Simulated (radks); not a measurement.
Yb+, configuration [Kr] 4d10 4f14 5s1 5p6 6s1 6p1 (not the ground configuration).

Calculated with a radial shooting solver on a logarithmic mesh with Libxc functionals: Dirac Kohn-Sham, PBE, spin-unpolarised, spherical densities, finite nucleus; open shells are shared between the two j in proportion to 2j + 1; Fermi nuclear charge, rms radius 5.3108 fm.

Energy parts (eV):
part                      energy
total                 -382915.32
kinetic                425254.19
electron-nucleus      -949836.10
Hartree                149669.62
exchange-correlation    -8003.02

Orbitals (lengths in bohr, moments of r in powers of bohr; <r^-3> diverges for s and p1/2):
| orbital | occ. | eigenvalue (eV) | <r^-3> | <r> |
|---|---|---|---|---|
| 1s1/2 | 2 | -61165.42 | - | 0.01966 |
| 2s1/2 | 2 | -10369.24 | - | 0.08275 |
| 2p1/2 | 2 | -9892.395 | - | 0.06872 |
| 2p3/2 | 4 | -8845.334 | 13470 | 0.07622 |
| 3s1/2 | 2 | -2347.966 | - | 0.2163 |
| 3p1/2 | 2 | -2137.242 | - | 0.2060 |
| 3p3/2 | 4 | -1914.983 | 2976 | 0.2201 |
| 3d3/2 | 4 | -1555.938 | 509.5 | 0.1935 |
| 3d5/2 | 6 | -1507.371 | 441.5 | 0.1978 |
| 4s1/2 | 2 | -473.5204 | - | 0.4881 |
| 4p1/2 | 2 | -388.2138 | - | 0.4959 |
| 4p3/2 | 4 | -337.9927 | 672.3 | 0.5283 |
| 4d3/2 | 4 | -197.6260 | 98.94 | 0.5539 |
| 4d5/2 | 6 | -188.4907 | 84.05 | 0.5654 |
| 4f5/2 | 6 | -18.1628 | 12.87 | 0.7515 |
| 4f7/2 | 8 | -16.8242 | 12.23 | 0.7682 |
| 5s1/2 | 1 | -69.0311 | - | 1.196 |
| 5p1/2 | 2 | -45.5484 | - | 1.337 |
| 5p3/2 | 4 | -39.0936 | 84.79 | 1.443 |
| 6s1/2 | 1 | -11.7210 | - | 3.270 |
| 6p1/2 | 0.333333 | -7.6464 | - | 4.004 |
| 6p3/2 | 0.666667 | -7.0291 | 8.330 | 4.256 |

The highest occupied level is 6p3/2 at -7.029 eV. The electron density at the nucleus is 1.026e+06 e/bohr^3. Summed over all electrons, <r^2> = 64.55 bohr^2, which gives a Langevin (diamagnetic) susceptibility term of -51.1 x 10^-6 cm^3/mol.
